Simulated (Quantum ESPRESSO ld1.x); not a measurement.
Question: All-electron atom: Rh III in [Kr] 4d7 (the NIST ground configuration). Method: Dirac Kohn-Sham, Wu-Cohen GGA, spin-unpolarised, spherical densities, point nucleus; open shells fill j = l - 1/2 first; computed with ld1.x of Quantum ESPRESSO 7.5.

Spin-orbit splittings of the eigenvalues, e(l+1/2) - e(l-1/2), with zeta = 2 splitting/(2l+1) and mean radii in bohr:

| shell | occ. | splitting (eV) | zeta (eV) | <r> j=l-1/2 | <r> j=l+1/2 |
|---|---|---|---|---|---|
| 2p | 6 | 144.6 | 96.43 | 0.1203 | 0.1252 |
| 3p | 6 | 24.88 | 16.59 | 0.3832 | 0.3939 |
| 3d | 10 | 4.907 | 1.963 | 0.3684 | 0.3719 |
| 4p | 6 | 3.958 | 2.639 | 1.054 | 1.085 |
| 4d | 7 | 0.4467 | 0.1787 | 1.435 | 1.451 |
| 4f | 0 | 0.0001743 | 0.00004979 | 6.859 | 6.860 |
| 5p | 0 | 0.3889 | 0.2592 | 3.172 | 3.251 |
| 5d | 0 | ? | ? | 4.954 | 4.982 |

Estimate the 5d splitting.

Answer: 0.03818 eV (zeta = 0.01527 eV).
